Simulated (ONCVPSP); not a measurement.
## phosphorus: ONCV pseudisation with PBEsol, scalar-relativistic reference atom.

* Element: P
* Generator: ONCVPSP 4.0.1
* Type: optimised norm-conserving Vanderbilt (ONCV)
* Functional: PBEsol
* Relativity: scalar-relativistic
* Frozen core: [He]
* Valence charge: 13
* Reference configuration: 2s2 2p6 3s2 3p3
* Partial waves: 2s+3s: rc 0.70 bohr, ncon 3, nbas 6, qcut 21.3 1/bohr, 2 projectors; 2p+3p: rc 0.92 bohr, ncon 4, nbas 8, qcut 17.2 1/bohr, 2 projectors
* Local potential: polynomial inside 0.45 bohr (lpopt 5, dvloc0 3 Ha)
* Core correction: Teter function, fcfact 2.25, rcfact 1.3

All-electron outer shells of the reference configuration (PBEsol, scalar-relativistic, ld1.x):

```json
{"shell": "1s", "level (eV)": "-2080.27", "outermost node (bohr)": "–", "outermost maximum (bohr)": "0.07"}
{"shell": "2s", "level (eV)": "-173.57", "outermost node (bohr)": "0.14", "outermost maximum (bohr)": "0.42"}
{"shell": "2p", "level (eV)": "-124.33", "outermost node (bohr)": "–", "outermost maximum (bohr)": "0.36"}
{"shell": "3s", "level (eV)": "-13.92", "outermost node (bohr)": "0.66", "outermost maximum (bohr)": "1.58"}
{"shell": "3p", "level (eV)": "-5.48", "outermost node (bohr)": "0.64", "outermost maximum (bohr)": "1.83"}
```

Results:

| Item | Value |
| --- | --- |
| Cutoffs needed | 123 Ha and 149 Ha (the cutoffs (Ha) at which the residual kinetic energy of the hardest occupied pseudo-wave falls to 1 and 0.1 mHa per electron) |
| Ghost test | no bound ghost flagged; no localised positive-energy state flagged |
| Largest excitation error | +9.3 meV (all-electron minus pseudo) for 2s2 2p6 3s1 3p0, out of 4 test configurations |
| rms error of d²Exc/dni dnj | 1.81 mHa without and 1.97 mHa with the model core |

Generation and tests took about 3.9 s on one core of a shared server CPU.
